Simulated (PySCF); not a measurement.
SMILES Fc1ccc(-c2cccs2)s1 (C8H5FS2), singlet, GFN2-xTB optimised geometry.

```
16

F      1.62    -4.01     0.00
C      1.42    -2.69     0.00
C      2.38    -1.73     0.00
C      1.81    -0.44     0.00
C      0.44    -0.44     0.00
C     -0.45     0.68     0.00
C     -1.82     0.68     0.00
C     -2.37     1.97     0.00
C     -1.43     2.95     0.00
S      0.17     2.30     0.00
S     -0.19    -2.07     0.00
H      3.43    -1.93     0.00
H      2.38     0.47     0.00
H     -2.40    -0.23     0.00
H     -3.43     2.17     0.00
H     -1.56     4.01     0.00
```

Density from PySCF 2.14.0 with PBE/def2-TZVP at that geometry.

Minimum of the electron density along straight lines between bonded atoms, close to the bond critical point (lines longer than 1.1 times the sum of covalent radii, or with two minima, are not listed):

```json
[
 {"bond": "F1–C2", "length / Å": "1.333", "ρ at the minimum / e bohr⁻³": "0.274", "∇²ρ there / e bohr⁻⁵": "-0.12", "position (fraction from the first atom)": "0.66"},
 {"bond": "C2–C3", "length / Å": "1.356", "ρ at the minimum / e bohr⁻³": "0.333", "∇²ρ there / e bohr⁻⁵": "-0.95", "position (fraction from the first atom)": "0.53"},
 {"bond": "C3–C4", "length / Å": "1.409", "ρ at the minimum / e bohr⁻³": "0.301", "∇²ρ there / e bohr⁻⁵": "-0.83", "position (fraction from the first atom)": "0.50"},
 {"bond": "C4–C5", "length / Å": "1.369", "ρ at the minimum / e bohr⁻³": "0.324", "∇²ρ there / e bohr⁻⁵": "-0.91", "position (fraction from the first atom)": "0.49"},
 {"bond": "C5–C6", "length / Å": "1.429", "ρ at the minimum / e bohr⁻³": "0.290", "∇²ρ there / e bohr⁻⁵": "-0.80", "position (fraction from the first atom)": "0.50"},
 {"bond": "C6–C7", "length / Å": "1.371", "ρ at the minimum / e bohr⁻³": "0.323", "∇²ρ there / e bohr⁻⁵": "-0.91", "position (fraction from the first atom)": "0.52"},
 {"bond": "C7–C8", "length / Å": "1.407", "ρ at the minimum / e bohr⁻³": "0.303", "∇²ρ there / e bohr⁻⁵": "-0.84", "position (fraction from the first atom)": "0.50"},
 {"bond": "C8–C9", "length / Å": "1.359", "ρ at the minimum / e bohr⁻³": "0.330", "∇²ρ there / e bohr⁻⁵": "-0.94", "position (fraction from the first atom)": "0.49"},
 {"bond": "C6–S10", "length / Å": "1.741", "ρ at the minimum / e bohr⁻³": "0.205", "∇²ρ there / e bohr⁻⁵": "-0.38", "position (fraction from the first atom)": "0.48"},
 {"bond": "C9–S10", "length / Å": "1.718", "ρ at the minimum / e bohr⁻³": "0.214", "∇²ρ there / e bohr⁻⁵": "-0.42", "position (fraction from the first atom)": "0.48"},
 {"bond": "C2–S11", "length / Å": "1.730", "ρ at the minimum / e bohr⁻³": "0.212", "∇²ρ there / e bohr⁻⁵": "-0.42", "position (fraction from the first atom)": "0.49"},
 {"bond": "C5–S11", "length / Å": "1.746", "ρ at the minimum / e bohr⁻³": "0.203", "∇²ρ there / e bohr⁻⁵": "-0.37", "position (fraction from the first atom)": "0.47"},
 {"bond": "C3–H12", "length / Å": "1.074", "ρ at the minimum / e bohr⁻³": "0.286", "∇²ρ there / e bohr⁻⁵": "-1.01", "position (fraction from the first atom)": "0.65"},
 {"bond": "C4–H13", "length / Å": "1.075", "ρ at the minimum / e bohr⁻³": "0.286", "∇²ρ there / e bohr⁻⁵": "-1.01", "position (fraction from the first atom)": "0.65"},
 {"bond": "C7–H14", "length / Å": "1.075", "ρ at the minimum / e bohr⁻³": "0.285", "∇²ρ there / e bohr⁻⁵": "-1.00", "position (fraction from the first atom)": "0.64"},
 {"bond": "C8–H15", "length / Å": "1.075", "ρ at the minimum / e bohr⁻³": "0.287", "∇²ρ there / e bohr⁻⁵": "-1.01", "position (fraction from the first atom)": "0.65"},
 {"bond": "C9–H16", "length / Å": "1.072", "ρ at the minimum / e bohr⁻³": "0.288", "∇²ρ there / e bohr⁻⁵": "-1.02", "position (fraction from the first atom)": "0.65"}
]
```
